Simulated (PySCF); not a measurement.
A structure optimised at B3LYP-D3(BJ)/def2-TZVP, used in a PySCF frequency run:

```xyz
2

Ag     0.0000     0.0000    -1.3742
I      0.0000     0.0000     1.2186
```
Charge 0, spin multiplicity 1.

Write its SMILES, formula and point group.

[Ag][I], AgI, C∞v

What are its rotational constants (standard atomic weights)?

1.2893 GHz (linear rotor, B only)
